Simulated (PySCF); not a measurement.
`N#CC=C=C(C#N)C=O`, C6H2N2O

Geometry:
| atom | x (Å) | y (Å) | z (Å) |
| --- | --- | --- | --- |
| N1 | 3.069 | 0.282 | 1.567 |
| C2 | 2.343 | 0.018 | 0.703 |
| C3 | 1.474 | -0.320 | -0.377 |
| C4 | 0.206 | 0.009 | -0.407 |
| C5 | -1.085 | 0.281 | -0.419 |
| C6 | -1.594 | 1.496 | -0.977 |
| N7 | -2.060 | 2.461 | -1.419 |
| C8 | -2.071 | -0.707 | 0.169 |
| O9 | -1.751 | -1.768 | 0.617 |
| H10 | 1.903 | -0.880 | -1.220 |
| H11 | -3.127 | -0.349 | 0.143 |

Level of theory: quadratic response CAM-B3LYP/aug-cc-pVDZ first hyperpolarisability, Taylor convention, gas phase in PySCF. Geometry: PBE0-D3(BJ)/def2-SVP.

Q: Give the tensor of the second harmonic β(−2ω;ω,ω) at 1064 nm in the axes of these coordinates.

A: In au, Taylor convention; rows are the first index (the induced dipole):
|  | xx | yy | zz | xy | xz | yz |
| --- | --- | --- | --- | --- | --- | --- |
| x | +18.7 | +23.6 | -8.0 | +27.3 | -16.3 | -23.4 |
| y | +16.7 | -46.5 | -13.7 | +22.2 | -21.4 | +24.6 |
| z | -11.2 | +24.4 | +19.8 | -21.6 | -6.7 | -13.5 |

Norm of βᵢ = ⅓ Σⱼ (βᵢⱼⱼ + βⱼᵢⱼ + βⱼⱼᵢ): 58.1 au, hyper-Rayleigh value 38.1 au.
